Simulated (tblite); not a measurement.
Record of a relaxation.

Species: C3H9Ge2NO.
Bonds: C1–C2 (double), C2–C3, C3–O4 (double), C3–N5, N5–Ge6, Ge6–Ge7. Hydrogens: H8, H9 on C1; H10 on C2; H11 on N5; H12, H13 on Ge6; H14, H15, H16 on Ge7.

Computed with GFN2-xTB (tblite), gas phase: L-BFGS steps from a force-field or distance-geometry start until the largest atomic force falls under 0.01 eV/Å. 11 of its 214 geometries are shown.

Step 0: E = -593.7446 eV, largest atomic force 4.396 eV/Å
```
atom  x, y, z in Å  |  force x, y, z in eV/Å
C1     -3.352    0.559   -0.115   -0.734  -0.115   0.567
C2     -2.384   -0.178    0.411    0.347  -0.032  -0.011
C3     -1.086   -0.140   -0.294    1.192   0.949  -2.027
O4     -0.989    0.584   -1.350    0.772  -2.682   3.397
N5     -0.024   -0.904    0.226   -1.507   0.377  -0.355
Ge6     1.651   -0.926   -0.607    0.265   0.775  -0.218
Ge7     2.902    0.862    0.395   -0.101  -0.223   0.339
H8     -3.148    1.137   -1.006   -0.225  -0.072   0.184
H9     -4.332    0.571    0.368    0.337   0.196  -0.459
H10    -2.527   -0.772    1.314    0.224   0.125  -0.326
H11    -0.211   -1.465    1.090    0.070   0.789  -1.168
H12     2.353   -2.271   -0.317   -0.505   0.138  -0.116
H13     1.561   -0.663   -2.117   -0.264  -0.434   0.395
H14     3.740    0.203    1.547   -0.280   0.568  -0.409
H15     1.936    1.915    1.021    0.686  -0.349  -0.237
H16     3.904    1.497   -0.577   -0.278  -0.009   0.443
```

Step 21: E = -594.4177 eV, largest atomic force 0.156 eV/Å
```
atom  x, y, z in Å  |  force x, y, z in eV/Å
C1     -3.325    0.547   -0.108   -0.045   0.036  -0.028
C2     -2.311   -0.167    0.352   -0.032   0.031   0.031
C3     -0.979   -0.152   -0.285    0.008  -0.008   0.037
O4     -0.673    0.570   -1.223    0.048   0.085   0.037
N5     -0.047   -0.987    0.212   -0.103  -0.020   0.016
Ge6     1.596   -0.852   -0.644   -0.010   0.016   0.036
Ge7     2.860    0.892    0.392    0.025  -0.005  -0.017
H8     -3.220    1.149   -0.991    0.068   0.088  -0.099
H9     -4.283    0.551    0.378   -0.101  -0.016   0.010
H10    -2.432   -0.778    1.234    0.105  -0.091   0.070
H11    -0.281   -1.557    1.009    0.028  -0.072   0.000
H12     2.134   -2.233   -0.291    0.067   0.052   0.008
H13     1.331   -0.843   -2.116    0.030  -0.042  -0.022
H14     3.685    0.315    1.511   -0.006  -0.024   0.006
H15     2.070    1.988    1.047   -0.040  -0.034  -0.064
H16     3.869    1.565   -0.490   -0.041   0.005  -0.023
```

Step 43: E = -594.4950 eV, largest atomic force 0.141 eV/Å
```
atom  x, y, z in Å  |  force x, y, z in eV/Å
C1     -3.249    0.593   -0.132   -0.018  -0.023  -0.011
C2     -2.276   -0.124    0.412   -0.067  -0.049  -0.014
C3     -0.894   -0.094   -0.106   -0.003   0.067  -0.036
O4     -0.457    0.790   -0.837    0.070  -0.109   0.047
N5     -0.074   -1.110    0.212   -0.022   0.078  -0.044
Ge6     1.576   -0.901   -0.621    0.033   0.008  -0.130
Ge7     2.756    0.937    0.315    0.015   0.024   0.018
H8     -3.044    1.254   -0.961   -0.016  -0.048   0.086
H9     -4.268    0.523    0.219    0.106   0.084  -0.040
H10    -2.465   -0.804    1.232    0.011  -0.011   0.006
H11    -0.383   -1.849    0.821   -0.074  -0.035   0.048
H12     2.197   -2.237   -0.228    0.006  -0.004   0.000
H13     1.303   -0.991   -2.103    0.005   0.034   0.081
H14     3.604    0.412    1.438    0.044  -0.012   0.074
H15     1.923    2.015    0.929   -0.026  -0.013  -0.050
H16     3.743    1.595   -0.601   -0.063   0.007  -0.034
```

Step 64: E = -594.5137 eV, largest atomic force 0.048 eV/Å
```
atom  x, y, z in Å  |  force x, y, z in eV/Å
C1     -3.191    0.635   -0.128    0.025   0.013   0.018
C2     -2.264   -0.145    0.408    0.010   0.000   0.004
C3     -0.869   -0.134   -0.077   -0.012   0.007  -0.019
O4     -0.386    0.768   -0.755   -0.023  -0.015   0.001
N5     -0.081   -1.181    0.214   -0.022  -0.010   0.013
Ge6     1.587   -0.941   -0.591    0.024   0.009   0.036
Ge7     2.710    0.943    0.327    0.009   0.003   0.015
H8     -2.931    1.311   -0.927    0.004   0.008   0.012
H9     -4.216    0.626    0.200    0.021  -0.003  -0.003
H10    -2.490   -0.843    1.204   -0.009  -0.004  -0.016
H11    -0.432   -1.938    0.780    0.011   0.014  -0.010
H12     2.208   -2.293   -0.258   -0.005  -0.007   0.004
H13     1.303   -0.948   -2.066    0.010  -0.032  -0.034
H14     3.627    0.559    1.461   -0.028  -0.014  -0.014
H15     1.805    1.996    0.874    0.013  -0.001  -0.010
H16     3.611    1.593   -0.678   -0.028   0.033   0.003
```

Step 85: E = -594.5435 eV, largest atomic force 0.148 eV/Å
```
atom  x, y, z in Å  |  force x, y, z in eV/Å
C1     -2.970    0.860    0.027   -0.087   0.115  -0.033
C2     -2.229   -0.205    0.285    0.071  -0.087   0.048
C3     -0.842   -0.289   -0.209    0.002  -0.035   0.014
O4     -0.334    0.557   -0.942   -0.001   0.078  -0.055
N5     -0.076   -1.327    0.153    0.045   0.028  -0.028
Ge6     1.642   -1.062   -0.551    0.005  -0.043   0.059
Ge7     2.475    1.006    0.282   -0.034  -0.013   0.060
H8     -2.551    1.662   -0.560   -0.039   0.024   0.004
H9     -3.982    0.968    0.379    0.019  -0.005  -0.015
H10    -2.595   -1.037    0.870    0.018  -0.022   0.006
H11    -0.432   -2.023    0.788   -0.010  -0.037   0.017
H12     2.310   -2.336   -0.033   -0.012   0.024   0.011
H13     1.478   -1.255   -2.031    0.001   0.001  -0.042
H14     3.531    0.776    1.332    0.012   0.009   0.014
H15     1.431    1.850    0.942    0.016  -0.040   0.013
H16     3.136    1.864   -0.745   -0.005   0.002  -0.072
```

Step 106: E = -594.5684 eV, largest atomic force 0.086 eV/Å
```
atom  x, y, z in Å  |  force x, y, z in eV/Å
C1     -2.795    0.992    0.155   -0.037   0.028  -0.035
C2     -2.145   -0.161    0.166    0.035  -0.043  -0.013
C3     -0.753   -0.271   -0.312   -0.011  -0.033   0.018
O4     -0.191    0.600   -0.972   -0.005   0.030   0.012
N5     -0.062   -1.370    0.027   -0.022  -0.016  -0.019
Ge6     1.745   -1.214   -0.426   -0.004   0.003  -0.026
Ge7     2.255    1.012    0.255   -0.028  -0.031  -0.008
H8     -2.319    1.879   -0.230    0.004   0.011  -0.010
H9     -3.803    1.085    0.521   -0.010   0.031   0.003
H10    -2.591   -1.065    0.554   -0.023  -0.026   0.014
H11    -0.512   -2.070    0.596   -0.005  -0.031   0.020
H12     2.277   -2.468    0.254    0.001   0.018   0.018
H13     1.747   -1.525   -1.906    0.019   0.028   0.028
H14     3.514    1.099    1.085    0.052  -0.011   0.003
H15     1.177    1.570    1.127    0.024  -0.008   0.065
H16     2.449    1.916   -0.906    0.010   0.050  -0.069
```

Step 128: E = -594.6030 eV, largest atomic force 0.121 eV/Å
```
atom  x, y, z in Å  |  force x, y, z in eV/Å
C1     -2.937    0.919    0.028   -0.082   0.064  -0.020
C2     -2.180   -0.148    0.230   -0.017   0.019  -0.011
C3     -0.752   -0.143   -0.144   -0.001  -0.003  -0.013
O4     -0.188    0.885   -0.509    0.085  -0.029   0.041
N5     -0.079   -1.301   -0.053    0.023  -0.038  -0.014
Ge6     1.773   -1.220   -0.352   -0.082  -0.029   0.023
Ge7     2.347    1.013    0.228   -0.031   0.046   0.064
H8     -2.520    1.802   -0.428    0.019  -0.022   0.018
H9     -3.977    0.947    0.301   -0.037   0.005   0.008
H10    -2.567   -1.046    0.686   -0.027  -0.100   0.005
H11    -0.592   -2.127    0.223    0.041   0.114   0.006
H12     2.189   -2.460    0.426   -0.002   0.014  -0.034
H13     1.874   -1.619   -1.815    0.018  -0.036   0.016
H14     3.799    1.022    0.694   -0.040   0.058  -0.026
H15     1.563    1.537    1.394    0.069  -0.070  -0.028
H16     2.239    1.948   -0.920    0.065   0.006  -0.034
```

Step 149: E = -594.6339 eV, largest atomic force 0.089 eV/Å
```
atom  x, y, z in Å  |  force x, y, z in eV/Å
C1     -3.015    0.880   -0.034    0.032  -0.010   0.006
C2     -2.214   -0.145    0.214    0.010  -0.032  -0.001
C3     -0.746   -0.051    0.019    0.011  -0.015   0.054
O4     -0.172    1.032    0.003    0.013  -0.004  -0.047
N5     -0.080   -1.209   -0.120    0.011   0.051  -0.006
Ge6     1.790   -1.230   -0.309   -0.077  -0.028   0.035
Ge7     2.403    1.022    0.164    0.000   0.023   0.037
H8     -2.610    1.810   -0.401   -0.011  -0.033   0.044
H9     -4.080    0.825    0.114   -0.003   0.012  -0.019
H10    -2.588   -1.095    0.576   -0.027   0.019  -0.046
H11    -0.636   -2.050   -0.099   -0.012  -0.026  -0.007
H12     2.115   -2.376    0.640    0.008   0.017   0.007
H13     1.935   -1.882   -1.677    0.003   0.020  -0.024
H14     3.926    1.051    0.298   -0.022   0.003  -0.009
H15     1.891    1.424    1.506    0.052   0.021   0.004
H16     2.074    2.002   -0.905    0.014  -0.018  -0.028
```

Step 170: E = -594.6596 eV, largest atomic force 0.025 eV/Å
```
atom  x, y, z in Å  |  force x, y, z in eV/Å
C1     -2.982    0.922    0.038    0.004   0.002   0.020
C2     -2.241   -0.176    0.054    0.001   0.004   0.012
C3     -0.762   -0.093    0.085    0.001  -0.004  -0.011
O4     -0.185    0.978    0.246    0.002   0.014   0.003
N5     -0.086   -1.241   -0.086   -0.002  -0.012   0.000
Ge6     1.787   -1.246   -0.199   -0.008   0.013   0.006
Ge7     2.384    1.036    0.118    0.000   0.002   0.002
H8     -2.504    1.888    0.061   -0.014  -0.007  -0.002
H9     -4.057    0.898    0.005   -0.007  -0.005   0.000
H10    -2.677   -1.167    0.033   -0.001   0.002  -0.013
H11    -0.640   -2.075   -0.207    0.000   0.002  -0.008
H12     2.118   -2.316    0.830   -0.002  -0.018  -0.002
H13     1.971   -1.967   -1.528    0.003  -0.002   0.017
H14     3.905    1.111    0.011    0.023  -0.003  -0.001
H15     2.078    1.526    1.490   -0.015  -0.002  -0.008
H16     1.882    1.930   -0.961    0.015   0.014  -0.015
```

Step 192: E = -594.6636 eV, largest atomic force 0.028 eV/Å
```
atom  x, y, z in Å  |  force x, y, z in eV/Å
C1     -3.001    0.912    0.109   -0.018   0.005   0.005
C2     -2.241   -0.168    0.009    0.001   0.010  -0.002
C3     -0.762   -0.074    0.021   -0.001  -0.008   0.000
O4     -0.186    1.002    0.140   -0.002   0.003   0.000
N5     -0.086   -1.228   -0.114   -0.007  -0.017   0.012
Ge6     1.788   -1.248   -0.181   -0.013   0.000   0.014
Ge7     2.401    1.034    0.110   -0.001   0.006  -0.017
H8     -2.546    1.884    0.214    0.014   0.002  -0.008
H9     -4.077    0.866    0.089    0.006  -0.002   0.011
H10    -2.666   -1.157   -0.097    0.000  -0.014  -0.002
H11    -0.642   -2.067   -0.190    0.016   0.016  -0.017
H12     2.087   -2.314    0.865   -0.009   0.007  -0.008
H13     1.999   -1.985   -1.496    0.009  -0.008  -0.003
H14     3.928    1.081    0.084   -0.001   0.003   0.006
H15     2.022    1.566    1.447    0.001   0.004   0.000
H16     1.973    1.904   -1.021    0.004  -0.008   0.008
```

Step 213: E = -594.6646 eV, largest atomic force 0.006 eV/Å
```
atom  x, y, z in Å  |  force x, y, z in eV/Å
C1     -2.998    0.912    0.137    0.004   0.001  -0.004
C2     -2.243   -0.168   -0.001    0.000   0.001   0.001
C3     -0.763   -0.074   -0.004    0.001   0.001  -0.002
O4     -0.187    1.002    0.121   -0.002  -0.002   0.002
N5     -0.087   -1.226   -0.150    0.002  -0.001  -0.002
Ge6     1.787   -1.249   -0.170   -0.001  -0.002   0.002
Ge7     2.399    1.035    0.106    0.002  -0.006  -0.001
H8     -2.537    1.880    0.249    0.000  -0.004   0.001
H9     -4.074    0.868    0.141   -0.004   0.002   0.002
H10    -2.669   -1.155   -0.116    0.001   0.002   0.000
H11    -0.642   -2.063   -0.246    0.001   0.000   0.000
H12     2.054   -2.301    0.897    0.001   0.001   0.001
H13     2.035   -2.007   -1.467   -0.003   0.001   0.000
H14     3.926    1.082    0.101    0.001   0.001  -0.001
H15     2.005    1.585    1.432   -0.003   0.002   0.003
H16     1.986    1.889   -1.041    0.000   0.003  -0.002
```

Task: Summarise the path.

Result: The energy falls by 21.22 kcal/mol from step 0 to step 213; nine tenths of that is first reached at step 111. It rises by more than 0.2 meV at steps 86 and 119. The largest force goes from 4.396 to 0.006 eV/Å. Among the bonds Ge7–H15 changes most, from 1.561 to 1.489 Å; the atoms move by 1.200 Å rms after alignment.

Task: Follow the three bonds and two angles with the largest change from start to end.

Result: 
```
step  E above end (kcal/mol)  largest force (eV/Å)  Ge7–H15 (Å)  C3–N5 (Å)  C3=O4 (Å)  Ge7–Ge6–H13 (°)  Ge7–Ge6–H12 (°)
   0                   21.22                 4.396        1.561      1.408      1.283            108.3            109.4
   9                    7.12                 0.347        1.492      1.351      1.223            116.9            110.8
  19                    5.82                 0.234        1.500      1.345      1.225            120.9            112.2
  28                    4.90                 0.207        1.495      1.347      1.226            123.6            110.0
  37                    4.25                 0.122        1.494      1.343      1.227            124.3            107.9
  46                    3.76                 0.096        1.494      1.342      1.227            120.4            113.7
  56                    3.55                 0.046        1.491      1.341      1.228            118.6            115.2
  65                    3.47                 0.052        1.493      1.342      1.228            118.2            115.2
  74                    3.23                 0.094        1.494      1.342      1.229            119.7            115.3
  83                    2.85                 0.116        1.495      1.341      1.230            119.5            116.0
  93                    2.68                 0.057        1.493      1.340      1.231            119.3            118.0
 102                    2.32                 0.169        1.496      1.340      1.230            119.1            122.8
 111                    2.10                 0.101        1.499      1.343      1.230            116.7            124.9
 120                    1.73                 0.120        1.492      1.341      1.231            116.7            126.6
 130                    1.31                 0.250        1.499      1.346      1.230            118.5            123.9
 139                    0.96                 0.124        1.492      1.344      1.228            123.6            121.2
 148                    0.73                 0.070        1.491      1.344      1.227            123.8            122.1
 157                    0.37                 0.105        1.490      1.342      1.227            122.9            122.9
 167                    0.14                 0.094        1.490      1.343      1.227            122.7            122.1
 176                    0.10                 0.068        1.489      1.344      1.226            122.0            122.8
 185                    0.05                 0.041        1.490      1.343      1.226            122.3            122.3
 194                    0.02                 0.020        1.490      1.344      1.227            122.2            122.7
 204                    0.01                 0.016        1.489      1.344      1.226            122.2            122.6
 213                    0.00                 0.006        1.489      1.344      1.226            122.3            122.4
```

What follows is the cost of the whole relaxation. The run took 2.7 s of wall time on one thread of an Arm Neoverse N1, shared host with 64 logical CPUs at a one-minute load of 60.
